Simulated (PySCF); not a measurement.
Species: arsine, AsH3.
Geometry (PBE0-D3(BJ)/def2-SVP, Å), atoms numbered from 1 in this order:
```
atom  x, y, z in Å
As1    0.010   -0.010    0.625
H2    -0.754   -1.009   -0.238
H3    -0.497    1.170   -0.196
H4     1.261   -0.142   -0.237
```

Theory: PySCF, TDDFT CAM-B3LYP/def2-SVPD, vertical, gas phase, core orbitals frozen in the response. The CAM-B3LYP/def2-SVPD calculation is non-relativistic and has no spin–orbit coupling, an omission that weighs most on arsenic.

Kohn–Sham orbitals with the atoms that hold most of them (Löwdin shares over 4%, at most four atoms; ? is withheld):

| orbital | ε (eV) | atoms |
| --- | --- | --- |
| HOMO-3 | -19.47 | As1 52%, H2 16%, H3 16%, H4 16% |
| HOMO-2 | -11.61 | As1 48%, H4 30%, H3 16%, H2 6% |
| HOMO-1 | -11.61 | As1 48%, H2 28%, H3 19%, H4 4% |
| HOMO | -9.10 | As1 71%, H4 10%, H3 10%, H2 10% |
| LUMO | 1.13 | ? |
| LUMO+1 | 1.56 | As1 65%, H2 16%, H3 13%, H4 6% |
| LUMO+2 | 1.56 | As1 65%, H4 18%, H3 10%, H2 7% |

Give the leading atoms of the LUMO.

As1 (bonded to 3 H) 66%; H4 (bonded to As) 11%; H3 (bonded to As) 11%; H2 (bonded to As) 11%. By element: arsenic 66%, hydrogen 34%.

Within 0.005 eV of a neighbour in this list lie HOMO-2/HOMO-1 and LUMO+1/LUMO+2 (point group found: C3v); within a degenerate set the shares of single atoms can hang on how the components are chosen.

The HOMO–LUMO gap is 10.23 eV. Where does the response calculation put the lowest singlet, and from which orbitals?

S1 is at 6.89 eV (f = 0.148), 3.34 eV below the gap, made of HOMO→LUMO (99%). Without the coupling terms of the response equations the lowest excitation would equal the gap.

Next come S2 at 7.17 eV (f 0.072), HOMO→LUMO+1/LUMO+2 (≥93%); S3 at 7.17 eV (f 0.072), HOMO→LUMO+1/LUMO+2 (≥93%); S4 at 9.09 eV (f 0.0000), HOMO-2/HOMO-1→LUMO+1/LUMO+2 (98%); S5 at 9.36 eV (f 0.092), HOMO-2/HOMO-1→LUMO (≥88%).

Orbitals of the list HOMO-3 to LUMO+2 that lie within 0.01 eV of each other are written together with a slash and their weights summed (≥ marks a lower bound); for degenerate orbitals outside that list single weights are arbitrary.

Löwdin shares depend on the basis, the more so with diffuse functions.

The run took 2.9 s of wall time on one thread of an Arm Neoverse V1 (shared host).
